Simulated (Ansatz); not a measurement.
Species: 4-phenyl-1,2,3,5-dithiadiazolyl `c1ccc(C2=NSS[N]2)cc1` (charge 0, multiplicity 2).

Task: Give a relaxed geometry from PBE0-D3(BJ)/def2-SVP (Ansatz, a quantum-chemistry and plane-wave program).

Result: Several could match; the one computed here: the end point of this relaxation, one of several conformers (outside a Z-matrix the atoms follow the SMILES, hydrogens last).
Z-matrix (Å, degrees):
```
C
C 1 1.3998
C 2 1.3912 1 120.04
H 2 1.0914 3 121.08 1 179.99
H 3 1.0925 2 119.75 4 0.00
C 3 1.3950 5 120.08 2 -180.00
H 6 1.0927 3 120.05 5 0.00
C 6 1.3950 7 120.05 3 179.99
C 8 1.3912 6 120.17 7 179.99
H 9 1.0914 8 121.08 6 -179.99
H 8 1.0925 9 119.75 10 0.00
C 1 1.4761 2 120.15 4 0.02
N 12 1.3342 1 119.23 2 -179.80
N 12 1.3342 13 121.55 1 -179.99
S 13 1.6266 12 116.33 14 -0.02
S 14 1.6267 12 116.32 13 0.01
```
